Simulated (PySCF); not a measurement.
Si(Cl)(Me) (CH3ClSi), SMILES C[Si]Cl (connectivity only; charge and spin as stated), neutral, multiplicity 1. Coordinates come from a B3LYP-D3(BJ)/def2-TZVP optimisation.

The numbers are results of PySCF 2.14.0 with B3LYP-D3(BJ)/def2-TZVP, not measurements.

Harmonic wavenumbers (cm⁻¹): 91, 234, 478, 570, 651, 775, 1255, 1429, 1441, 3005, 3072, 3096. Rotational constants (GHz): 16.42, 4.339, 3.506; symmetry number 1.

Task: Work out the zero-point energy and the ideal-gas rigid-rotor harmonic-oscillator thermochemistry at 298.15 K and 1 atm.

Result: ZPE = ½ Σ hcν = ½ × 16097 cm⁻¹ = 23.01 kcal/mol. H − E(el) = 26.59 kcal/mol. Entropy in cal/(mol K): translation 39.00, rotation 24.67, vibration 7.37, total 71.03. G − E(el) = 5.41 kcal/mol. Cp = 16.07 cal/(mol K). Modes under 150 cm⁻¹ make the vibrational entropy uncertain.
